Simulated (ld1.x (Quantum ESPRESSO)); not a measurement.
platinum (Pt), ultrasoft: configuration errors across variants

platinum, ultrasoft, made with ld1.x (Quantum ESPRESSO) 7.5 (PW91, scalar-relativistic). Core [Xe] 4f14, reference 5d9 6s0.5 6p0 (charge +0.5). Waves: 6s (bound): rcut 1.85, rcutus 2.55 bohr; 6s channel at 0.5 Ry: rcut 1.85, rcutus 2.55 bohr; 6p (bound, empty): rcut 2.55, rcutus 2.90 bohr; 6p channel at 0.4 Ry: rcut 2.55, rcutus 2.90 bohr; 5d (bound): rcut 1.40, rcutus 1.55 bohr; 5d channel at 0.1 Ry: rcut 1.40, rcutus 1.55 bohr. Local part: all-electron potential smoothed inside 1.65 bohr (lloc = -2). Core correction: a·sin(br)/r model core inside 1.25 bohr. Augmentation charge: PSQ, inside the norm-conserving radii.

All-electron excitation energies from the reference (eV): (1) 5d9 6s1 6p0 -3.731; (2) 5d9 6s0 6p0 5.541; (3) 5d8 6s0 6p0 25.584; (4) 5d7 6s0 6p0 57.881; (5) 5d8 6s1 6p0 7.502; (6) 5d6 6s0 6p0 103.618; (7) 5d9.5 6s0.5 6p0 -3.849.

1 further variants failed, have other tests or too few solved ones, and are left out.

A true bound ghost makes a file unfit for plane-wave use even where its test errors are small: the radial tests pick states by their node count and pass the ghost by.

Errors AE − PS in meV (a dash: test not solved or not reliable):

| change | (1) | (2) | (3) | (4) | (5) | (6) | (7) | bound ghosts |
| --- | --- | --- | --- | --- | --- | --- | --- | --- |
| base | +1.0 | -3.1 | -46 | -244 | -21 | -731 | -3.1 | none |
| all radii but the core radius scaled by about 0.84 (s 2.16, p 2.44, d 1.30 bohr, rcut 1.56/2.16/1.18); local potential all-electron potential smoothed inside 1.40 bohr (lloc = -2) | +0.6 | -3.5 | -47 | -246 | -21 | -734 | -3.0 | s, p |
| all radii but the core radius scaled by about 0.96 (s 2.44, p 2.78, d 1.48 bohr, rcut 1.78/2.44/1.34); local potential all-electron potential smoothed inside 1.58 bohr (lloc = -2) | +0.8 | -3.3 | -47 | -246 | -21 | -732 | -3.0 | none |
| all radii but the core radius scaled by about 1.06 (s 2.70, p 3.06, d 1.64 bohr, rcut 1.96/2.70/1.48); local potential all-electron potential smoothed inside 1.74 bohr (lloc = -2) | +0.8 | -3.0 | -43 | -238 | -24 | -724 | -3.2 | none |
| all radii but the core radius scaled by about 1.29 (s 3.30, p 3.76, d 2.00 bohr, rcut 2.40/3.30/1.82); local potential all-electron potential smoothed inside 2.14 bohr (lloc = -2) | -4.3 | -9.8 | -33 | -221 | -60 | -717 | -4.3 | none |
| all radii but the core radius scaled by about 1.35 (s 3.44, p 3.90, d 2.08 bohr, rcut 2.48/3.44/1.88); local potential all-electron potential smoothed inside 2.22 bohr (lloc = -2) | -4.7 | -10 | -34 | -151 | -34 | -546 | -3.4 | none |

Question: Give the same row for: all radii but the core radius scaled by about 1.19 (s 3.04, p 3.46, d 1.84 bohr, rcut 2.20/3.04/1.66); local potential all-electron potential smoothed inside 1.96 bohr (lloc = -2).

Answer: -1.3, -5.9, -36, -227, -40, -732, -3.6; bound ghosts: none.
